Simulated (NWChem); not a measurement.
System: C₂H₉NSi; SMILES CNC[SiH3]

Input file for NWChem:

```
start job
memory heap 200 mb stack 900 mb global 1100 mb
geometry units angstroms noautosym nocenter noautoz
  C      0.733899    -1.849217     0.192412
  N     -0.489361    -1.278196    -0.342267
  C     -0.898748    -0.011283     0.257930
  Si     0.199146     1.537050    -0.080750
  H      0.962981    -2.798343    -0.332780
  H      0.591645    -2.096238     1.266956
  H      1.644172    -1.197053     0.128944
  H     -0.417975    -1.178478    -1.361595
  H     -1.925973     0.241167    -0.088076
  H     -0.989753    -0.148839     1.358926
  H      0.329710     1.722998    -1.571855
  H      1.588137     1.411009     0.486676
  H     -0.434097     2.773837     0.504072
end
basis spherical
  C library def2-svp
  N library def2-svp
  Si library def2-svp
  H library def2-svp
end
dft
  xc b3lyp
  iterations 150
  mulliken
end
task dft energy
esp
  recalculate
  probe 0.07
  range 0.3
  factor 1.0
  spacing 0.02
end
task esp
```

NWChem printed, in part:

```
             Northwest Computational Chemistry Package (NWChem) 7.3.0
             --------------------------------------------------------

                             Geometry "geometry" -> ""
                             -------------------------

 Output coordinates in angstroms (scale by  1.889725989 to convert to a.u.)

  No.       Tag          Charge          X              Y              Z
 ---- ---------------- ---------- -------------- -------------- --------------
    1 C                    6.0000     0.73389900    -1.84921700     0.19241200
    2 N                    7.0000    -0.48936100    -1.27819600    -0.34226700
    3 C                    6.0000    -0.89874800    -0.01128300     0.25793000
    4 Si                  14.0000     0.19914600     1.53705000    -0.08075000
    5 H                    1.0000     0.96298100    -2.79834300    -0.33278000
    6 H                    1.0000     0.59164500    -2.09623800     1.26695600
    7 H                    1.0000     1.64417200    -1.19705300     0.12894400
    8 H                    1.0000    -0.41797500    -1.17847800    -1.36159500
    9 H                    1.0000    -1.92597300     0.24116700    -0.08807600
   10 H                    1.0000    -0.98975300    -0.14883900     1.35892600
   11 H                    1.0000     0.32971000     1.72299800    -1.57185500
   12 H                    1.0000     1.58813700     1.41100900     0.48667600
   13 H                    1.0000    -0.43409700     2.77383700     0.50407200

 Effective nuclear repulsion energy (a.u.)     171.3050556437

                                 NWChem DFT Module
                                 -----------------

 Summary of "ao basis" -> "ao basis" (spherical)
 ------------------------------------------------------------------------------
       Tag                 Description            Shells   Functions and Types
 ---------------- ------------------------------  ------  ---------------------
 C                          def2-svp                 6       14   3s2p1d
 N                          def2-svp                 6       14   3s2p1d
 Si                         def2-svp                 8       18   4s3p1d
 H                          def2-svp                 3        5   2s1p

            General Information
            -------------------
          SCF calculation type: DFT
          Wavefunction type:  closed shell.
          No. of atoms     :    13
          No. of electrons :    42
           Alpha electrons :    21
            Beta electrons :    21
          Charge           :     0
          Spin multiplicity:     1
          Use of symmetry is: off; symmetry adaption is: off
          Maximum number of iterations: 150
          AO basis - number of functions:   105
                     number of shells:    53
          Convergence on energy requested:  1.00D-06
          Convergence on density requested:  1.00D-05
          Convergence on gradient requested:  5.00D-04

              XC Information
              --------------
                         B3LYP Method XC Potential
                     Hartree-Fock (Exact) Exchange  0.200
                        Slater Exchange Functional  0.800 local
                    Becke 1988 Exchange Functional  0.720 non-local
              Lee-Yang-Parr Correlation Functional  0.810
                  VWN I RPA Correlation Functional  0.190 local

[...]

                     NWChem Electrostatic Potential Fit Module
                     -----------------------------------------

 Atom parameters

 Number of atoms is                                   13
 Number of basis functions is                        105

 Grid parameters

 Maximum number of grid points is                  48159
 Number of grid points is                          48158
 Grid range                                     0.300000 nm
 Grid spacing                                   0.020000 nm
 Probe radius                                   0.070000 nm
 Atom radius factor                             1.000000

 Atomic radii

    1    0.100000
    6    0.147000
    7    0.140000
   14    0.187000
 FASTESP  F
  using M.O. file = ./job.movecs

    Atom              Coordinates                           Charge

                                                  ESP

    1 C     0.073390   -0.184922    0.019241    0.346264
    2 N    -0.048936   -0.127820   -0.034227   -0.698532
    3 C    -0.089875   -0.001128    0.025793    0.340398
    4 Si    0.019915    0.153705   -0.008075    0.316286
    5 H     0.096298   -0.279834   -0.033278   -0.042395
    6 H     0.059165   -0.209624    0.126696   -0.034144
    7 H     0.164417   -0.119705    0.012894   -0.072871
    8 H    -0.041798   -0.117848   -0.136160    0.286882
    9 H    -0.192597    0.024117   -0.008808   -0.057094
   10 H    -0.098975   -0.014884    0.135893   -0.033351
   11 H     0.032971    0.172300   -0.157186   -0.116843
   12 H     0.158814    0.141101    0.048668   -0.105625
   13 H    -0.043410    0.277384    0.050407   -0.128976
                                            ------------
                                                0.000000

 Dipole moment                                  0.133862

 Quadrupole moment Qxx                          0.418930
                   Qyy                         -5.503308
                   Qzz                          5.084378

 RMS deviation kJ/mol                           0.066430

 RRMS %                                        52.223489
```

Level: B3LYP/def2-SVP. The geometry was optimised at PBE-D3(BJ)/def2-SVP. B3LYP is NWChem's, with the RPA form of VWN correlation.
